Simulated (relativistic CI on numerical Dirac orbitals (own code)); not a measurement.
Pr4+: resonant inelastic scattering at the N4,5 edge

Computed with this model: Dirac-Coulomb-Breit CI, KLI orbitals optimised for each configuration, QED by a radiative potential, Kramers-Heisenberg scattering through one core-hole configuration in a parametric crystal field, unscaled Slater integrals; configurations [Xe] 4f → [Kr] 4d9 4f2 5s2 5p6; 300 K; core-hole width 0.5 eV; summed over polarisations. Incident energies are the highest absorption maxima for each field (at most a few, so the weaker spin-orbit partner edge can be absent), on the computed scale of the free ion. Intensities are in per cent of the strongest line above 0.02 eV; levels within 1 cm⁻¹ are merged; final levels count from the ground level, the first row holds all elastic scattering, lines under 0.4 are left out and each table stops after 24 rows. The scale of the Slater integrals is a model choice and moves the terms in proportion.

Field parameters in Wybourne normalisation; cubic f-shell fields have B⁴₄ = √(5/14) B⁴₀ and B⁶₄ = −√(7/2) B⁶₀. The field is a parameter set, without covalency.

S is read from ⟨S²⟩ = S(S + 1).

D3h, B20 = -490, B40 = -1230, B60 = 70, B66 = -50 cm⁻¹:

```
Final level (eV)  Degeneracy     S  138.3 eV  145.1 eV  146.8 eV
           0.000           2  0.50     203.8     148.0     207.9
           0.039           2  0.50       8.7      18.4      39.4
           0.046           2  0.50      58.5      74.7     100.0
           0.358           2  0.50       2.4       1.0       7.2
           0.387           2  0.50       1.5       0.9       8.2
           0.396           2  0.50       0.8       0.3       3.5
           0.419           2  0.50       1.3       0.8      13.5
```

C2v, B20 = 1120, B22 = -320, B40 = -30, B42 = -250, B44 = 670, B60 = 140, B62 = 40, B64 = -370, B66 = -750 cm⁻¹:

| Final level (eV) | Degeneracy | S | 138.3 eV | 145.1 eV | 146.7 eV |
| --- | --- | --- | --- | --- | --- |
| 0.000 | 2 | 0.50 | 277.9 | 211.4 | 270.9 |
| 0.051 | 2 | 0.50 | 46.3 | 64.4 | 100.0 |
| 0.085 | 2 | 0.50 | 27.3 | 41.8 | 79.4 |
| 0.361 | 2 | 0.50 | 5.1 | 3.2 | 15.6 |
| 0.401 | 2 | 0.50 | 1.9 | 1.3 | 8.4 |
| 0.419 | 2 | 0.50 | 1.1 | 0.6 | 10.1 |
| 0.459 | 2 | 0.50 | 0.9 | 0.6 | 8.4 |

Oh, B40 = -470, B60 = 150 cm⁻¹:

```tsv
Final level (eV)	Degeneracy	Irrep	S	138.3 eV	145.1 eV	146.7 eV
0.000	4	Γ8	0.50	1265.0	1001.8	1540.1
0.016	2	Γ7	0.50	269.3	346.4	509.4
0.360	2	Γ6	0.50	9.9	4.6	36.4
0.361	4	Γ8	0.50	18.7	8.7	100.0
0.383	2	Γ7	0.50	8.9	5.3	58.6
```

For the first field the strongest loss at the lowest incident energy is the level at 0.05 eV (S = 0.50, against 0.50 in the thermal ground state).
